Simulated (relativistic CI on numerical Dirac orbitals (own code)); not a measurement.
**Ti4+ in a cubic cluster: 2p photoemission with charge transfer**

Computed with a charge-transfer multiplet model of a cubic metal-ligand cluster with up to 2 ligand holes, Slater and spin-orbit integrals from Dirac-Coulomb-Breit ions, Slater integrals scaled by 0.8. The parameters are those of a tetrahedral site (10Dq negative, t2 hopping the larger). The ground state mixes d0 with configurations of k ligand holes L, whose averages lie at kΔ + k(k − 1)U_dd/2; a core hole lowers each added d electron by U_cd. 300 K, Lorentzian 0.6 eV and Gaussian 0.8 eV FWHM.

Atomic integrals in eV (Slater integrals scaled, ζ unscaled), ground: F2dd 6.578, F4dd 4.090, zeta_d 0.013; with the core hole: F2dd 6.578, F4dd 4.090, zeta_d 0.032, zeta_core 3.740, F2cd 5.066, G1cd 3.785, G3cd 2.149. Where a configuration has fewer than two d electrons, the dd integrals are those of d2.

Cluster parameters (eV): Δ = 1.4, U_dd = 4.6, 10Dq = -0.45, 10Dq(ligand) = 0, V(eg) = 1.27, V(t2g) = -2.17, final-state hopping factor = 1.

```tsv
Case	n_d	d0	d1L	d2L2	S
U_cd = 3.3 eV	0.81	0.33	0.52	0.15	0.00
U_cd = 5.1 eV	0.81	0.33	0.52	0.15	0.00
U_cd = 6.3 eV	0.81	0.33	0.52	0.15	0.00
```

Weights, n_d and S are thermal averages at 300 K. Binding energies count from the first peak over 30 % of the highest in each spectrum, which can be another peak from case to case. The parameters are a model scan and need not match a compound or its usual spin state. Peaks in eV (height, largest 100):
- U_cd = 3.3 eV: 0.0 (100), 6.0 (34)
- U_cd = 5.1 eV: 0.0 (100), 6.0 (34), 11.7 (9)
- U_cd = 6.3 eV: 0.0 (100), 6.1 (35), 12.2 (11), 18.0 (6)

A d0 ion has no d-d gap: its lowest excitations are ligand-to-metal charge transfer. With the core hole the configuration with one ligand hole lies at Δ − U_cd = -1.9, -3.7, -4.9 eV from the one without, in the order of the table; where this is negative the screened configuration lies lower, though the effective hopping of about 5.6 eV (from the holes of the mixed ground state) mixes the two strongly wherever it is as large as the gap.

With at most 2 ligand holes the space is cut while the next configuration still counts, so covalency is underestimated, and a final configuration with one more ligand hole, which can lie low, is missing from the spectra.
